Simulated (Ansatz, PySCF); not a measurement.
System: Si2O2 (charge 0, singlet). SMILES: o1[si]2o[si]1=2
Geometry: optimised at B3LYP-D3(BJ)/def2-TZVP (Ansatz, an electronic-structure program).

Property: atomisation energy (electronic, to ground-state atoms), in kcal/mol. Valence correlation only, unless marked. Open shells are spin-unrestricted. Spin-orbit coupling is left out. Non-relativistic. The coupled-cluster limit lacks core correlation, which all-electron functionals hold. Basis-set limits of correlation are two-point, X^-3; Hartree-Fock from the larger set.

| level | program | atomisation energy (kcal/mol) | rough core time |
|---|---|---|---|
| BLYP-D3(BJ)/def2-TZVPD | Ansatz + dftd3 | 436.9 | under 20 s |
| BLYP-D4/def2-TZVPD | Ansatz + dftd4 | 437.9 | under 20 s |
| M06-2X/def2-TZVPD | PySCF | 443.8 | - |
| HSE06/def2-TZVPD | Ansatz | 424.9 | under 20 s |
| wB97M-V/def2-TZVPD | Ansatz | 442.7 | under 20 s |
| B2GP-PLYP-D3(BJ)/def2-TZVPD | Ansatz + dftd3 | 432.5 | under 20 s |
| RPA@PBE/cc-pV(Q+d)Z | Ansatz | 404.4 | under 20 s |
| MP2/6-31G* | Ansatz | 409.4 | - |
| MP2/cc-pV(D+d)Z | Ansatz | 395.2 | - |
| RI-MP2/aug-cc-pV(T+d)Z | Ansatz | 447.3 | under 20 s |
| SCS-MP2/STO-3G | Ansatz | 332.1 | - |
| SCS-MP2/aug-cc-pV(T+d)Z | Ansatz | 438.1 | - |
| SCS-MP2/cc-pV(T+d)Z | Ansatz | 432.5 | - |
| CCSD(T)/cc-pV(Q+d)Z | Ansatz | 431.6 | 50 s |
| CCSD(T)/CBS(cc-pV(T+d)Z,cc-pV(Q+d)Z) | Ansatz | 439.1 | 70 s |

Core times are rough, on shared machines, summed over the molecules involved; a dash marks a level read off another run, or run on other hardware, by another program or under a memory cap.

The Hartree-Fock reference is unstable (checked in the largest basis), which strains HF and MP2.
